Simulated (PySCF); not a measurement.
# C₆ coefficients of unlike pairs at M06-L

Calculated with PySCF 2.14 from the dipole response of each species, C₆(A,B) = (3/π) ∫ α_A(iu) α_B(iu) du, in atomic units, from isotropic polarisabilities. For ions this is the dispersion term alone; charge-induced terms of lower order in 1/R come first.

| species | configuration | basis | relativity | α (bohr³) | C₆ (like pair) |
| --- | --- | --- | --- | --- | --- |
| Mn | [Ar] 3d5 4s2 (6S) | aug-cc-pVTZ-DK (8s7p5d3f2g) | spin-free X2C | 67.27 | 637.9 |
| Cu⁺ | [Ar] 3d10 (1S) | aug-cc-pwCVTZ-DK with one added diffuse shell each of s, p, d, f, g type (11s10p8d5f4g) | spin-free X2C | 7.612 | 26.04 |
| Mn²⁺ | [Ar] 3d5 (6S) | aug-cc-pwCVTZ-DK (10s9p7d4f3g) | spin-free X2C | 3.821 | 11.37 |
| F²⁺ | [He] 2s2 2p3 (4S) | x2c-TZVPPall with one added diffuse shell each of s, p, d type (6s4p3d1f) | spin-free X2C | 1.286 | 1.613 |

(1) Estimate C₆ for F²⁺ with Mn²⁺.

No spin-orbit coupling is included.

The other pairs:

```json
{"pair": "Cu⁺, Mn", "C₆": "111.2"}
{"pair": "Mn²⁺, Mn", "C₆": "64.56"}
{"pair": "Mn²⁺, Cu⁺", "C₆": "16.88"}
{"pair": "F²⁺, Cu⁺", "C₆": "6.245"}
{"pair": "F²⁺, Mn", "C₆": "22.87"}
```

## Answers

(1) The integral gives 4.269. The combination rule 2 C_A C_B / (C_A α_B/α_A + C_B α_A/α_B) gives 4.256 and the geometric mean 4.283.
